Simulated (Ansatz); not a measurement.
`OC[SiH](O)[SiH3]` + H₂ → `C[SiH](O)[SiH3]` + H₂O  (hydrogenolysis of a C–O bond)

Isolated molecules relaxed with PBE0-D4/def2-TZVP in Ansatz; ΔE leaves out vibrations. CBS: MP2 limit from def2 TZ/QZ plus the TZ coupled-cluster correction, frozen cores. This one scheme is used for every species. Functionals use def2-TZVPP. B3LYP here is the variant with VWN-RPA as its local correlation; programs differ in this. Each species was taken in one conformer, which may not be the lowest.

`OC[SiH](O)[SiH3]`:

```xyz
13

O     0.619   -2.445    0.895
C    -0.182   -1.273    0.939
Si    0.087   -0.236   -0.615
O     1.732   -0.132   -0.842
Si   -0.915    1.883   -0.438
H     1.497   -2.195    0.589
H     0.019   -0.686    1.849
H    -1.226   -1.596    1.004
H    -0.422   -0.976   -1.797
H     2.194    0.594   -0.423
H    -0.229    2.679    0.620
H    -2.349    1.748   -0.062
H    -0.825    2.637   -1.717
```

H₂:

Cartesian coordinates in Å:
```
H 0.060 -0.193 -0.314
H -0.060 0.193 0.314
```

`C[SiH](O)[SiH3]`:

Cartesian coordinates in Å:
```
C 0.919 1.245 -0.752
Si 0.469 -0.121 0.441
O 1.296 -1.522 0.126
Si -1.801 -0.677 0.292
H 0.707 0.954 -1.783
H 1.981 1.497 -0.680
H 0.346 2.149 -0.528
H 0.780 0.356 1.824
H 2.240 -1.526 0.289
H -2.146 -1.138 -1.081
H -2.625 0.528 0.593
H -2.166 -1.746 1.260
```

H₂O:

```xyz
3

O    -0.012    0.355   -0.160
H     0.034   -0.490   -0.614
H    -0.022    0.135    0.774
```

```json
{"level": "PBE-D4", "ΔE (kJ/mol)": "-123.9", "difference from CCSD(T)/CBS": "15.7"}
{"level": "r2SCAN-D4", "ΔE (kJ/mol)": "-129.5", "difference from CCSD(T)/CBS": "10.1"}
{"level": "PBE0-D4", "ΔE (kJ/mol)": "-133.5", "difference from CCSD(T)/CBS": "6.1"}
{"level": "B3LYP-D4", "ΔE (kJ/mol)": "-129.7", "difference from CCSD(T)/CBS": "9.9"}
{"level": "ωB97X-V", "ΔE (kJ/mol)": "-130.4", "difference from CCSD(T)/CBS": "9.2"}
{"level": "ωB97M-V", "ΔE (kJ/mol)": "-133.0", "difference from CCSD(T)/CBS": "6.6"}
{"level": "B2PLYP", "ΔE (kJ/mol)": "-136.7", "difference from CCSD(T)/CBS": "2.9"}
{"level": "PBE", "ΔE (kJ/mol)": "-127.0", "difference from CCSD(T)/CBS": "12.6"}
{"level": "r2SCAN", "ΔE (kJ/mol)": "-130.3", "difference from CCSD(T)/CBS": "9.3"}
{"level": "PBE0", "ΔE (kJ/mol)": "-136.1", "difference from CCSD(T)/CBS": "3.5"}
{"level": "B3LYP", "ΔE (kJ/mol)": "-134.7", "difference from CCSD(T)/CBS": "4.9"}
{"level": "HF/def2-TZVPP", "ΔE (kJ/mol)": "-149.6", "difference from CCSD(T)/CBS": "-10.0"}
{"level": "MP2/def2-TZVPP", "ΔE (kJ/mol)": "-141.1", "difference from CCSD(T)/CBS": "-1.5"}
{"level": "SCS-MP2/def2-TZVPP", "ΔE (kJ/mol)": "-138.6", "difference from CCSD(T)/CBS": "1.0"}
{"level": "CCSD/def2-TZVPP", "ΔE (kJ/mol)": "-141.2", "difference from CCSD(T)/CBS": "-1.6"}
{"level": "CCSD(T)/def2-TZVPP", "ΔE (kJ/mol)": "-136.9", "difference from CCSD(T)/CBS": "2.7"}
{"level": "HF/def2-QZVPP", "ΔE (kJ/mol)": "-150.2", "difference from CCSD(T)/CBS": "-10.6"}
{"level": "MP2/def2-QZVPP", "ΔE (kJ/mol)": "-142.8", "difference from CCSD(T)/CBS": "-3.2"}
{"level": "SCS-MP2/def2-QZVPP", "ΔE (kJ/mol)": "-140.5", "difference from CCSD(T)/CBS": "-0.9"}
{"level": "HF/CBS(def2)", "ΔE (kJ/mol)": "-150.2", "difference from CCSD(T)/CBS": "-10.6"}
{"level": "MP2/CBS(def2)", "ΔE (kJ/mol)": "-143.8", "difference from CCSD(T)/CBS": "-4.2"}
{"level": "CCSD/CBS(def2)", "ΔE (kJ/mol)": "-143.9", "difference from CCSD(T)/CBS": "-4.3"}
{"level": "CCSD(T)/CBS", "ΔE (kJ/mol)": "-139.6", "difference from CCSD(T)/CBS": "0"}
```

Largest T1 diagnostic among the species: 0.012.

In def2-TZVPP, CCSD(T) changes the Hartree–Fock value by +12.7 kJ/mol (the triples alone add +4.3 kJ/mol) and MP2 by +8.5 kJ/mol. From PBE to PBE0 (25 % exact exchange), in def2-TZVPP and without D4, ΔE moves by −9.2 kJ/mol.
